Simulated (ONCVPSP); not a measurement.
**Logarithmic derivatives: Ni (Z = 28), ONCV**

```json
{
  "Element": "Ni (Z = 28)",
  "Generator": "ONCVPSP 4.0.1",
  "Type": "optimised norm-conserving Vanderbilt (ONCV)",
  "Functional": "PBE",
  "Relativity": "scalar-relativistic",
  "Frozen core": "[Ne]",
  "Valence charge": "18",
  "Reference configuration": "3s2 3p6 3d8 4s2",
  "Partial waves": "3s+4s: rc 1.25 bohr, ncon 3, nbas 6, qcut 12 1/bohr, 2 projectors; 3p: rc 0.85 bohr, ncon 5, nbas 8, qcut 10.8 1/bohr, 2 projectors, debl 1.2 Ha; 3d: rc 1.15 bohr, ncon 4, nbas 9, qcut 16.3 1/bohr, 2 projectors, debl 0.6 Ha",
  "Local potential": "polynomial inside 0.60 bohr (lpopt 4, dvloc0 6 Ha)",
  "Core correction": "Teter function, fcfact 5, rcfact 1.75"
}
```

In the p channel the program set the typed energies aside and used -2.623, 0.250 Ha.

The phase is arctan(r·R′/R) of the radial function R(r), unwrapped; energies in Ha, scanned from -6 to 5 Ha. A pole is an energy at which the radial function vanishes at the test radius. The pseudo phase is shifted by a multiple of π to meet the all-electron one at the reference energy, and phase errors are pseudo minus all-electron; the curves can meet again beyond the range given. Levels narrower than the energy grid can be missing from the lists of poles.

```
channel  radius (bohr)  reference energy (Ha)  poles, all-electron  poles, pseudo  unbroken range about the reference energy with phases within 0.05 rad  phase error 1 Ha above the reference energy (rad)
      s           1.27                  -0.21                -3.44          -3.44                                                        the whole range                                             -0.000
      p           0.86                  -2.62                 2.47           2.47                                                        the whole range                                             +0.000
      d           1.17                  -0.33                 1.01           1.01                                                        the whole range                                             -0.000
```

Phases in the s channel:

```tsv
E (Ha)	all-electron	pseudo
-5.96	0.997	0.997
-5.40	0.726	0.726
-4.84	-0.150	-0.150
-4.28	-1.163	-1.163
-3.72	-1.490	-1.490
-3.16	-1.631	-1.631
-2.60	-1.718	-1.718
-2.04	-1.787	-1.787
-1.48	-1.852	-1.852
-0.92	-1.923	-1.923
-0.36	-2.009	-2.009
0.20	-2.125	-2.125
0.76	-2.294	-2.294
1.32	-2.559	-2.559
1.88	-2.964	-2.965
2.44	-3.450	-3.452
3.00	-3.845	-3.846
3.56	-4.099	-4.101
4.12	-4.258	-4.261
4.68	-4.364	-4.367
```
